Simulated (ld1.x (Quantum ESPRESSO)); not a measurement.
# La: one change to a TM semilocal potential, before and after

```
Element                 : La (Z = 57)
Generator               : ld1.x (Quantum ESPRESSO) 7.5
Type                    : norm-conserving Troullier–Martins (semilocal form)
Functional              : PBEsol
Relativity              : scalar-relativistic
Frozen core             : [Xe]
Valence charge          : 3
Reference configuration : 4f0 5d1 6s2 6p0
Partial waves           : 6s (bound): rc 3.05 bohr; 6p (bound, empty): rc 3.30 bohr; 4f (bound, empty): rc 0.85 bohr; 5d (bound): rc 4.00 bohr
Local potential         : the d channel
Core correction         : none
```

All-electron outer shells of the reference configuration (PBEsol, scalar-relativistic, ld1.x):

```csv
shell,level (eV),outermost node (bohr),outermost maximum (bohr)
5s,-38.95,0.77,1.41
5p,-22.40,0.83,1.58
4f,-4.39,–,0.75
6s,-3.70,1.86,3.79
5d,-3.10,0.95,2.21
6p,-1.34,2.21,4.93
```

Change: functional PBE.

Cutoffs: the cutoffs (Ry, on a coarse ladder) from which the occupation-weighted sum of valence levels, in a spherical-Bessel basis at the reference potential, stays within 10 and 1 mRy of its value at 400 Ry; they do not see the model core or the augmentation charge, which bear on the density cutoff. Errors are all-electron minus pseudo energies relative to the spin-unpolarised reference configuration.

What does the change do?

The potential gets neither clearly harder nor softer (10 Ry and 15 Ry → 10 Ry and 15 Ry); of the 7 tests that both files solve, the error grows in 5 and shrinks in 2 by more than 15 % and 0.3 meV (median size 23.7 → 70.5 meV); neither file shows a bound ghost. A semilocal file is local in each channel, so a ghost entry of none says nothing of the separable form that plane-wave codes build from it.

```csv
quantity,base,changed
"cutoff, loose",10 Ry,10 Ry
"cutoff, tight",15 Ry,15 Ry
bound ghosts,none,none
"error for 4f0 5d1 6s1 6p0, meV [ΔE 6.00 → 5.97 eV]",-13,+0.4
"error for 4f0 5d1 6s0 6p0, meV [ΔE 16.85 → 16.85 eV]",+24,+167
"error for 4f0 5d1 6s1.5 6p0, meV [ΔE 2.42 → 2.40 eV]",-2.8,-1.1
"error for 4f0 5d2 6s1 6p0, meV [ΔE 0.81 → 0.79 eV]",+56,+70
"error for 4f0 5d2 6s0 6p0, meV [ΔE 6.05 → 6.03 eV]",+92,+182
"error for 4f0 5d0 6s2 6p0, meV [ΔE 6.40 → 6.38 eV]",+196,+248
"error for 4f0 5d1.5 6s1.5 6p0, meV [ΔE 0.35 → 0.35 eV]",+17,+22
s: phases at 4.37 bohr within 0.05 rad from the reference energy up to (Ry; the scan ends near 5),0.5,0.5
p: phases at 4.37 bohr within 0.05 rad from the reference energy up to (Ry; the scan ends near 5),0.0,0.0
d: phases at 4.37 bohr within 0.05 rad from the reference energy up to (Ry; the scan ends near 5),0.7,0.7
f: phases at 4.37 bohr within 0.05 rad from the reference energy up to (Ry; the scan ends near 5),to the end of the scan,n/a
```

Base: The cutoffs count occupied waves only; the empty 4f level needs 300 Ry at the loose tolerance. Changed file: The cutoffs count occupied waves only; the empty 4f level needs 300 Ry at the loose tolerance.
